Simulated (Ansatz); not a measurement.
Consider the atomization: `C[S][Al]([F])[F]` → Al• + C• + 2 F• + 3 H• + S•.

Gas-phase electronic energies from Ansatz, PBE0-D4/def2-TZVP geometries. CCSD(T)/CBS is the MP2 limit (def2-TZVPP, def2-QZVPP) plus CCSD(T) − MP2 in def2-TZVPP, frozen cores. This one scheme is used for every species, atoms too. DFT in def2-TZVPP. HSE06 is defined as in plane-wave codes. No spin–orbit coupling; open shells (•) take unrestricted orbitals. Spin–orbit coupling would lower the free atoms: a little for Al, C, F, S. One conformer a species, not always the lowest.

`C[S][Al]([F])[F]`:

```xyz
8

C     0.856   -0.692    0.838
S     1.082    0.596   -0.440
Al   -0.945    0.902   -1.067
F    -1.307    1.986   -2.239
F    -2.165    0.051   -0.374
H     1.395   -1.584    0.524
H     1.277   -0.321    1.770
H    -0.193   -0.939    0.989
```

| level | ΔE (kcal/mol) |
| --- | --- |
| HSE06-D4 | 736.9 |
| PBE0 | 733.2 |
| HSE06 | 733.8 |
| SCS-MP2/def2-QZVPP | 749.9 |

What does CCSD(T)/CBS give? (Estimate.)

Ansatz gave: +745.8 kcal/mol. The listed levels differ from it by -8.9, -12.6, -12.0, 4.1 kcal/mol.

What do rigid-rotor, harmonic-oscillator terms from PBE0-D4/def2-TZVP frequencies (298.15 K, 1 bar) make of the CCSD(T)/CBS value? (Estimate.)

Computed: ΔZPE = -28.0 kcal/mol, ΔH = +724.5 kcal/mol, ΔS = 797 J/(mol·K), ΔG = +667.7 kcal/mol. Open shells count their whole term as degenerate. Modes under 50 cm⁻¹ make the entropy rough.

Largest T1 diagnostic among the species: 0.018.

The D4 term adds +6.4 kcal/mol with B3LYP and +3.3 kcal/mol with PBE0; it sums over pairs of atoms, weighted by their polarisabilities, and B3LYP, whose exchange is more repulsive, gets the larger term. Leaving LDA and LC-ωPBE aside and taking each functional with its dispersion term where it has one, the values, not all of them listed here, spread over 38.0 kcal/mol, from BHLYP-D4 to PBE-D4. LDA lies +94.2 kcal/mol from PBE without D4, its usual overbinding.

B3LYP here is the variant with VWN-RPA as its local correlation; programs differ in this.

For atomizations the MP2-based limit and the directly extrapolated one differ by several kJ/mol either way, and by 10 to 25 for some Ge, Se and Sn compounds, so smaller differences from it don't rank the levels.
